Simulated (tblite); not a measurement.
Species: C5H16NPSi.
Atom-mapped SMILES: `[CH3:1][C:2]([CH3:3])([CH2:4][NH2:5])[CH2:6][SiH2:7][PH2:8]` (hydrogens: H9, H10, H11 on C1; H12, H13, H14 on C3; H15, H16 on C4; H17, H18 on N5; H19, H20 on C6; H21, H22 on Si7; H23, H24 on P8)

Computed geometry: GFN2-xTB, gas phase.

(1) What internal coordinates does the optimisation give?

Answers

(1) 
| bond | length (pm) |
| --- | --- |
| C1–C2, C2–C3 | 153.2 |
| C2–C4 | 154.8 |
| C4–N5 | 144.8 |
| C2–C6 | 153.3 |
| C6–Si7 | 190.4 |
| Si7–P8 | 224.5 |
| C1–H9 and 5 like bonds | 108.8 |
| C4–H15, C4–H16 | 109.3 |
| N5–H17, N5–H18 | 101.4 |
| C6–H19, C6–H20 | 109.4 |
| Si7–H21, Si7–H22 | 147.0 |
| P8–H23, P8–H24 | 138.1 |

Bonds in one row agree within 1 pm and their mean is given. A selection of angles:
| angle | degrees |
| --- | --- |
| C1–C2–C3 | 109.2 |
| C1–C2–C4 | 109.9 |
| C1–C2–C6 | 108.2 |
| C3–C2–C6 | 110.5 |
| C4–C2–C6 | 109.0 |
| C2–C4–N5 | 117.1 |
| C2–C6–Si7 | 118.4 |
| C6–Si7–P8 | 103.9 |
| H17–N5–C4 | 110.7 |
| H18–N5–C4 | 110.6 |

Torsions: C1–C2–C4–N5 60° (synclinal); C1–C2–C6–Si7 -174° (antiperiplanar); C2–C6–Si7–P8 -174° (antiperiplanar). The mirror-image conformer, all signs reversed, is as good.

Of the pairs four or more bonds apart, Si7···H15 is among the closest relative to their van der Waals radii: 2.95 Å, 89 % of the sum of Bondi's values. Si7 (SiH2 silicon) is distorted tetrahedral (angles from 103.9° to 114.3°). P8 (three-coordinate phosphorus) is pyramidal (angles 95.5°, 94.9° and 92.3°, sum 282.7°, 0.83 Å off the plane of its three neighbours). N5 (primary amine nitrogen) is pyramidal (angles 110.7°, 110.6° and 108.2°, sum 329.5°, 0.37 Å off the plane of its three neighbours).

Point group: C1 (no symmetry element, even within 0.4 Å). Its GFN2-xTB frequencies are all real (lowest 15 cm⁻¹). One conformer, not necessarily the lowest (C1–C2–C4–N5 60°, C2–C4–N5–H -61° and 59°, C1–C2–C6–Si7 -174°, C2–C6–Si7–P8 -174°, C6–Si7–P8–H -171° and -79°). 3 starts were optimised and ended at 0.00, 0.13 and 0.93 kcal/mol (GFN2-xTB); the lowest of these is shown.

Hardware: one thread, Arm Neoverse V1 (aarch64), no GPU, shared host with 32 logical CPUs at a one-minute load of 19. Cost: 2.0 s wall. These figures are those of the optimisation.
